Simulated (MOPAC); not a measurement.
Input for MOPAC: AM1 on CH4Si (SMILES C=[SiH2]), a point of a bond scan (R = 3.402 Å).

```
AM1 1SCF PRECISE CHARGE=0 THREADS=1
CH4Si

C     -1.15067768 1    -0.05472828 1    -0.00632374 1
Si     2.24720896 1     0.10688126 1     0.01234992 1
H     -1.77056886 1     0.83033249 1    -0.06777878 1
H     -1.68440972 1    -0.99465742 1     0.04879136 1
H      3.09898592 1    -1.09196051 1     0.09569579 1
H      2.98222646 1     1.38119379 1    -0.06227546 1
```

The log:

```
*******************************************************************************
 **                                                                           **
 **                              MOPAC v23.2.5                                **
 **                                                                           **
 *******************************************************************************
 ** MOPAC's Digital Object Identifier: https://doi.org/10.5281/zenodo.6511958 **
 **                                                                           **
 ** Please cite the open-source release paper for use of this MOPAC version:  **
 ** J. E. Moussa and J. J. P. Stewart (2026)                                  **
 ** MOPAC: An open-source semiempirical molecular orbital program             **
 ** J. Open Source Softw., 11(119), 8025, https://doi.org/10.21105/joss.08025 **
 *******************************************************************************

                              AM1 CALCULATION RESULTS

 *******************************************************************************
 *  AM1        - The AM1 Hamiltonian to be used
 *
 *
 *
 *                 CHARGE ON SYSTEM = 0
 *
 *
 *
 *  PRECISE    - TIGHTER CRITERIA TO BE USED
 *  1SCF       - DO 1 SCF AND THEN STOP
 *  THREADS=1  - MULTI-THREADING NOT USED
 *  T=         - A TIME OF 172800.0 SECONDS REQUESTED
 *  DUMP=N     - RESTART FILE WRITTEN EVERY 7200.0 SECONDS REQUESTED
 *******************************************************************************
AM1 1SCF PRECISE CHARGE=0 THREADS=1
 CH4Si

   ATOM   CHEMICAL          X               Y               Z
  NUMBER   SYMBOL      (ANGSTROMS)     (ANGSTROMS)     (ANGSTROMS)

     1       C         -1.15067768  *  -0.05472828  *  -0.00632374  *
     2      Si          2.24720896  *   0.10688126  *   0.01234992  *
     3       H         -1.77056886  *   0.83033249  *  -0.06777878  *
     4       H         -1.68440972  *  -0.99465742  *   0.04879136  *
     5       H          3.09898592  *  -1.09196051  *   0.09569579  *
     6       H          2.98222646  *   1.38119379  *  -0.06227546  *



          CARTESIAN COORDINATES

    NO.       ATOM           X           Y           Z

     1         C         -1.1507     -0.0547     -0.0063
     2        Si          2.2472      0.1069      0.0123
     3         H         -1.7706      0.8303     -0.0678
     4         H         -1.6844     -0.9947      0.0488
     5         H          3.0990     -1.0920      0.0957
     6         H          2.9822      1.3812     -0.0623

  H: (AM1): M.J.S. DEWAR ET AL, J. AM. CHEM. SOC. 107 3902-3909 (1985)
  C: (AM1): M.J.S. DEWAR ET AL, J. AM. CHEM. SOC. 107 3902-3909 (1985)
 Si: (AM1): M.J.S.DEWAR, C. JIE, ORGANOMETALLICS, 6, 1486-1490 (1987).

           Empirical Formula: C H4 Si  =     6 atoms



      MOLECULAR POINT GROUP   :   C2v


      RHF CALCULATION, NO. OF DOUBLY OCCUPIED LEVELS = 6


 -------------------------------------------------------------------------------
 AM1 1SCF PRECISE CHARGE=0 THREADS=1
 CH4Si



     1SCF WAS SPECIFIED, SO BFGS WAS NOT USED
     SCF FIELD WAS ACHIEVED


                              AM1 CALCULATION
                                                       MOPAC v23.2.5 Linux




          FINAL HEAT OF FORMATION =        186.55875 KCAL/MOL =     780.56180 KJ/MOL


          COSMO AREA              =        113.28 SQUARE ANGSTROMS
          COSMO VOLUME            =         98.10 CUBIC ANGSTROMS

          IONIZATION POTENTIAL    =          6.713642 EV
          HOMO LUMO ENERGIES (EV) =         -6.714 -0.937
          NO. OF FILLED LEVELS    =          6
          MOLECULAR WEIGHT        =         44.1281         POINT GROUP:  C2v

          MOLECULAR DIMENSIONS (Angstroms)

            Atom       Atom       Distance
            H     5    H     3     5.23780
            H     6    H     4     3.92953
            H     3    C     1     0.00000


          SCF CALCULATIONS        =          1





   ATOM   CHEMICAL          X               Y               Z
  NUMBER   SYMBOL      (ANGSTROMS)     (ANGSTROMS)     (ANGSTROMS)

     1       C         -1.15067768  *  -0.05472828  *  -0.00632374  *
     2      Si          2.24720896  *   0.10688126  *   0.01234992  *
     3       H         -1.77056886  *   0.83033249  *  -0.06777878  *
     4       H         -1.68440972  *  -0.99465742  *   0.04879136  *
     5       H          3.09898592  *  -1.09196051  *   0.09569579  *
     6       H          2.98222646  *   1.38119379  *  -0.06227546  *

                             CARTESIAN COORDINATES

   1    C       -1.150677680    -0.054728280    -0.006323740
   2   Si        2.247208960     0.106881260     0.012349920
   3    H       -1.770568860     0.830332490    -0.067778780
   4    H       -1.684409720    -0.994657420     0.048791360
   5    H        3.098985920    -1.091960510     0.095695790
   6    H        2.982226460     1.381193790    -0.062275460


           Empirical Formula: C H4 Si  =     6 atoms



      MOLECULAR POINT GROUP   :   C2v


                  EIGENVALUES
 -25.35530 -13.96951 -13.57521 -11.79861  -8.71440  -6.71364  -0.93710   0.23964
   2.32696   2.52481   4.41680   4.98206


              NET ATOMIC CHARGES AND DIPOLE CONTRIBUTIONS

  ATOM NO.   TYPE          CHARGE      No. of ELECS.   s-Pop       p-Pop
    1          C          -0.016114        4.0161     1.63477     2.38135
    2         Si           0.566787        3.4332     1.47240     1.96082
    3          H           0.009728        0.9903     0.99027
    4          H           0.009728        0.9903     0.99027
    5          H          -0.285064        1.2851     1.28506
    6          H          -0.285064        1.2851     1.28506
 DIPOLE           X         Y         Z       TOTAL
 POINT-CHG.    -2.281    -0.108    -0.013     2.284
 HYBRID         1.846     0.088     0.010     1.848
 SUM           -0.435    -0.021    -0.002     0.436


          ATOMIC ORBITAL ELECTRON POPULATIONS

     Atom    s        px        py        pz
    1  C   1.63477   1.48101   0.89665   0.00369
    2 Si   1.47240   1.27407   0.68392   0.00282
    3  H   0.99027
    4  H   0.99027
    5  H   1.28506
    6  H   1.28506

 **********************
 *                    *
 * JOB ENDED NORMALLY *
 *                    *
 **********************




 == MOPAC DONE ==
```

The run finished.

Cost: around 0.03 core-seconds (rough).
